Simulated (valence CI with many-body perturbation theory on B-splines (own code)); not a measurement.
Valence orbitals of Pd¹⁵⁺

Level of theory: valence CI with perturbative core correlation (CI+MBPT): three valence electrons over a frozen Dirac-Fock core [Ar] 3d10, radial functions for each j: 11 s, 11 p, 10 d, 8 f, 5 g, 2 h, with the one-electron correlation potential Σ1, the two-electron term Σ2, the three-electron term Σ3, Breit, model QED; selected CI, second order for the rest, scaled by the run's own slope (own B-spline code, finite nucleus).

No measured spectrum was set against this ion. As an estimate, levels hold to about 250 cm⁻¹ or 0.2 % of their energy and the worst to 1 %, as in measured heavy ions of charge 2 to 7; those with d or f electrons hold less well.

These are the spectroscopic orbitals of the CI (the correlating ones are not listed), shaped by the core and the other valence electrons. h is the expectation value of the core's Dirac-Fock operator, without the valence repulsion; Σ1 is computed up to l = 3 at one energy for each symmetry, that of its lowest orbital but kept below the first core excitation, so for empty shells it is not the orbital's own correlation shift; Breit and QED include the response of the core, and the two lowest orbitals of each symmetry also the frequency dependence of Breit exchange, which makes a step in that column.

```csv
Orbital,h (hartree),Σ1 (cm⁻¹),Breit (cm⁻¹),QED (cm⁻¹),⟨r⟩ (bohr)
4s1/2,-16.762,-11320,1411,1096,0.8409
5s1/2,-9.4916,-3627,574,447,1.496
6s1/2,-6.1197,-1650,283,222,2.346
7s1/2,-4.2767,-908,162,128,3.379
8s1/2,-3.1576,-556,102,80.1,4.599
9s1/2,-2.427,-367,68.1,53.6,6.006
4p1/2,-15.4,-10872,2170,-60.1,0.8665
5p1/2,-8.873,-3563,884,-24.2,1.560
6p1/2,-5.7926,-1693,456,-12.4,2.436
7p1/2,-4.0827,-951,266,-7.2,3.499
8p1/2,-3.0333,-591,169,-4.6,4.748
9p1/2,-2.3426,-393,114,-3.1,6.185
4p3/2,-15.139,-10239,1353,43.9,0.8829
5p3/2,-8.76,-3418,553,18.1,1.581
6p3/2,-5.7331,-1636,296,9.4,2.463
7p3/2,-4.0475,-923,173,5.5,3.530
8p3/2,-3.0107,-575,110,3.5,4.785
9p3/2,-2.3272,-383,74.5,2.4,6.227
4d3/2,-12.911,-9507,675,-61.9,0.9332
5d3/2,-7.758,-3460,301,-26.6,1.691
6d3/2,-5.1968,-1742,163,-14.2,2.626
7d3/2,-3.7267,-1012,98.7,-8.5,3.748
8d3/2,-2.8036,-643,64.1,-5.5,5.057
4d5/2,-12.862,-9347,342,-33.6,0.9375
5d5/2,-7.736,-3408,149,-14.3,1.696
6d5/2,-5.1848,-1717,80.7,-7.6,2.632
7d5/2,-3.7194,-998,48.4,-4.6,3.755
8d5/2,-2.7988,-634,31.4,-2.9,5.066
4f5/2,-10.566,-7940,89.9,-15.7,0.9788
5f5/2,-6.7351,-2978,50.3,-9.2,1.796
6f5/2,-4.6497,-1503,29.2,-5.5,2.793
7f5/2,-3.398,-877,18.2,-3.5,3.978
4f7/2,-10.563,-7858,-25.2,-11.0,0.9795
5f7/2,-6.7326,-2939,-14.3,-6.6,1.797
6f7/2,-4.6479,-1482,-8.5,-4.0,2.795
7f7/2,-3.3969,-865,-5.4,-2.5,3.979
5g7/2,-6.4341,,0.1,-0.8,1.688
6g7/2,-4.4706,,0.1,-0.6,2.709
7g7/2,-3.284,,0.1,-0.4,3.919
5g9/2,-6.4331,,-3.0,0.2,1.689
6g9/2,-4.47,,-2.8,0.0,2.709
7g9/2,-3.2837,,-2.2,0.0,3.919
6h9/2,-4.4476,,,,2.432
6h11/2,-4.4472,,,,2.433
```

Among the shells of the start configuration 4s2 4p1, Σ1 is largest in size for 4s1/2, where it is 0.31 % of h.

Lowest root of each symmetry, sizes in configuration state functions:

```
   J  Parity  Roots  Reference  Variational  Second order  Change by selected CI (cm⁻¹)  Change by second order (cm⁻¹)
 1/2    even     20         89        12667         25308                          -746                              0
 3/2    even     29        142        22915         50212                          -544                              0
 5/2    even     28        153        26415         64903                          -726                              0
 7/2    even     17        122        23127         69876                         -1410                             -1
 9/2    even      9         85        18558         60149                         -1635                             -2
11/2    even      2         41         7364         42790                         -2104                             -5
 1/2     odd     17         85        12279         23307                         -1694                              0
 3/2     odd     27        136        20173         46959                         -1666                              0
 5/2     odd     24        137        21541         58735                         -1358                             -1
 7/2     odd     19        109        22504         62417                         -1053                             -1
 9/2     odd     11         63        16109         62471                          -930                             -1
11/2     odd      4         28        10975         49844                         -2942                             -4
```
